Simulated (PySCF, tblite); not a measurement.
Species: C9H9Cl.
Numbering: `[CH3:1][c:2]1[cH:3][cH:4][c:5](/[CH:6]=[CH:7]/[Cl:8])[cH:9][cH:10]1` (hydrogens: H11, H12, H13 on C1; H14 on C3; H15 on C4; H16 on C6; H17 on C7; H18 on C9; H19 on C10)

Structure optimised with GFN2-xTB, isolated species.

**Question.** What internal coordinates does the optimisation give?

**Answer.** 
| bond | length (Å) |
| --- | --- |
| C1–C2 | 1.497 |
| C2–C3, C2–C10 | 1.390 |
| C3–C4, C9–C10 | 1.380 |
| C4–C5, C5–C9 | 1.396 |
| C5–C6 | 1.454 |
| C6=C7 | 1.330 |
| C7–Cl8 | 1.720 |
| C1–H11, C1–H12, C1–H13 | 1.089 |
| C3–H14, C10–H19 | 1.081 |
| C4–H15, C9–H18 | 1.080 |
| C6–H16 | 1.082 |
| C7–H17 | 1.078 |

Bonds in one row agree within 0.01 Å and their mean is given. A selection of angles:
| angle | degrees |
| --- | --- |
| C1–C2–C3 | 121.0 |
| C3–C2–C10 | 118.2 |
| C2–C3–C4 | 121.2 |
| C3–C4–C5 | 120.8 |
| C4–C5–C6 | 123.5 |
| C4–C5–C9 | 117.8 |
| C6–C5–C9 | 118.7 |
| C5–C6–C7 | 126.2 |
| C6–C7–Cl8 | 122.1 |

Dihedral angles: C4–C5–C6–C7 0° (synperiplanar); C5–C6–C7–Cl8 180° (antiperiplanar). The mirror-image conformer, all signs reversed, is as good.

The 9 C–C bonds span 1.330 Å (C6=C7, drawn double) to 1.497 Å (C1–C2, drawn single), a spread of 0.167 Å. Of the pairs four or more bonds apart, H15···H17 is among the closest relative to their van der Waals radii: 2.18 Å, 91 % of the sum of Bondi's values. The 10 heavy atoms lie in one plane (0.005 Å rms). The 6-membered ring C2–C3–C4–C5–C9–C10 has internal angles of 117.8° to 121.2°; it is planar, 0.00 Å rms from its mean plane, widest ring torsion 0°.

GFN2-xTB frequencies show an imaginary mode (30i cm⁻¹), so the point is no minimum at that level.

The numbers are calculated, not measured.
